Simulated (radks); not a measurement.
All-electron atom: Er+ in [Xe] 4f12 6s1 (the NIST ground configuration).

Method: scalar-relativistic Kohn-Sham, BLYP, spin-polarised, spherical densities, finite nucleus; open shells are filled with parallel spins first (spin-orbit coupling, left out, can overturn this in heavy ions); Fermi nuclear charge, rms radius 5.2516 fm; computed with a radial shooting solver on a logarithmic mesh with Libxc functionals.

Energy parts (hartree):
| part | energy |
|---|---|
| total | -13085.6990 |
| kinetic | 14184.7601 |
| electron-nucleus | -32095.9229 |
| Hartree | 5103.8155 |
| exchange-correlation | -278.3517 |

Orbitals (lengths in bohr, moments of r in powers of bohr; r(max) is where P^2 peaks):
orbital  occ.  eigenvalue (hartree)      <r>      <r^4>   r(max)
1s up       1             -2108.490  0.02037  8.643e-07  0.01286
1s down     1             -2108.489  0.02037  8.643e-07  0.01286
2s up       1             -354.4315  0.08647  0.0001343  0.07324
2s down     1             -354.4305  0.08647  0.0001343  0.07324
2p up       3             -313.5648  0.07671  0.0001021  0.05955
2p down     3             -313.5640  0.07671  0.0001021  0.05955
3s up       1             -79.60104   0.2254   0.005079   0.2072
3s down     1             -79.56995   0.2253   0.005074   0.2072
3p up       3             -67.16659   0.2245   0.005365   0.2039
3p down     3             -67.13557   0.2245   0.005358   0.2038
3d up       5             -51.58366   0.2038   0.004210   0.1663
3d down     5             -51.55986   0.2037   0.004203   0.1663
4s up       1             -15.90991   0.5081     0.1237   0.4738
4s down     1             -15.84327   0.5082     0.1238   0.4738
4p up       3             -11.81933   0.5390     0.1639   0.4953
4p down     3             -11.75379   0.5391     0.1641   0.4953
4d up       5              -6.33802   0.5837     0.2562   0.5116
4d down     5              -6.27381   0.5840     0.2573   0.5116
5s up       1              -2.15723    1.251      4.682    1.110
5s down     1              -2.12500    1.255      4.752    1.114
5p up       3              -1.21718    1.493      10.37    1.273
5p down     3              -1.19235    1.499      10.51    1.279
4f up       7              -0.37573   0.8212      3.191   0.5086
6s up       1              -0.34497    3.579      312.7    3.133
6s down     0              -0.32236    3.606      328.0    3.131
4f down     5              -0.31964   0.8378      3.765   0.5095

The highest occupied level is 4f down at -8.698 eV. The configuration is held as typed, so some empty levels lie below it. The spin density at the nucleus is 42.91 e/bohr^3 (1s 0.14, 2s -0.40, 3s -6.10, 4s 1.51, 5s 5.20, 6s 42.55). Spin moment in Bohr magnetons: 3. The density falls to 0.001 e/bohr^3 at r = 4.37 bohr.
